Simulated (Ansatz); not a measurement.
`S[SiH2][GaH2]` + PH₃ → `P[SiH2][GaH2]` + H₂S  (ligand exchange at the Si–S bond)

Program: Ansatz. Geometries: PBE0-D4/def2-TZVP. ΔE: electronic, gas phase. CCSD(T)/CBS is the MP2 limit (def2-TZVPP, def2-QZVPP) plus CCSD(T) − MP2 in def2-TZVPP, frozen cores. This one scheme is used for every species. Functionals use def2-TZVPP. For Ga outer-core shells are correlated without core-valence functions, which leaves a few kJ/mol of doubt a bond. Scalar relativity is left out up to krypton. Each species was taken in one conformer, which may not be the lowest.

`S[SiH2][GaH2]`:

```xyz
8

S    -1.008   -1.646   -0.921
Si   -0.869    0.432   -0.332
Ga    1.117    0.380    1.014
H     0.197   -1.681   -1.515
H    -0.865    1.326   -1.524
H    -2.136    0.657    0.412
H     2.490    0.136    0.283
H     1.074    0.395    2.583
```

PH₃:

Z-matrix (Å, degrees):
```
P
H 1 1.420
H 1 1.420 2 93.1
H 1 1.420 2 93.1 3 93.3
```

`P[SiH2][GaH2]`:

Cartesian coordinates in Å:
```
P -1.944 -0.571 0.099
Si 0.142 -0.012 0.786
Ga 1.620 -0.111 -1.119
H -2.100 0.598 -0.693
H -2.609 -0.011 1.222
H 0.515 -0.983 1.851
H 0.186 1.353 1.391
H 1.289 0.759 -2.389
H 2.901 -1.022 -1.147
```

H₂S:

```xyz
3

S    -0.458    0.179    0.376
H    -0.419   -0.473   -0.795
H     0.877    0.294    0.419
```

Q: Is it downhill or uphill in electronic energy at CCSD(T)/CBS, and by how much? (Estimate.)

A: The calculation gave: Uphill: ΔE = +7.7 kcal/mol.

Q: What do these levels give: B97M-V, PBE0-D4, ωB97X-V, ωB97M-V, revPBE, r2SCAN, r2SCAN0, BHLYP, CCSD/def2-SVP, MP2/def2-TZVPP, SCS-MP2/def2-TZVPP, CCSD/CBS(def2)? (Estimate.)

A: Ansatz gave: B97M-V 7.6, PBE0-D4 7.1, ωB97X-V 7.8, ωB97M-V 8.3, revPBE 7.2, r2SCAN 8.0, r2SCAN0 7.9, BHLYP 8.6, CCSD/def2-SVP 7.6, MP2/def2-TZVPP 8.2, SCS-MP2/def2-TZVPP 8.4, CCSD/CBS(def2) 7.8 kcal/mol.

Q: What do rigid-rotor, harmonic-oscillator terms from PBE0-D4/def2-TZVP frequencies (298.15 K, 1 bar) make of the CCSD(T)/CBS value? (Best estimate.)

A: Ansatz gave: ΔZPE = -0.5 kcal/mol, ΔH = +7.4 kcal/mol, ΔS = 7 J/(mol·K), ΔG = +7.0 kcal/mol. Modes under 50 cm⁻¹ make the entropy rough.

Largest T1 diagnostic among the species: 0.014.

In def2-TZVPP, CCSD(T) changes the Hartree–Fock value by −1.5 kcal/mol (the triples alone add −0.1 kcal/mol) and MP2 by −0.8 kcal/mol. Leaving LDA and LC-ωPBE aside and taking each functional with its dispersion term where it has one, the values, not all of them listed here, spread over 1.3 kcal/mol, from revPBE-D4 to BHLYP-D4.
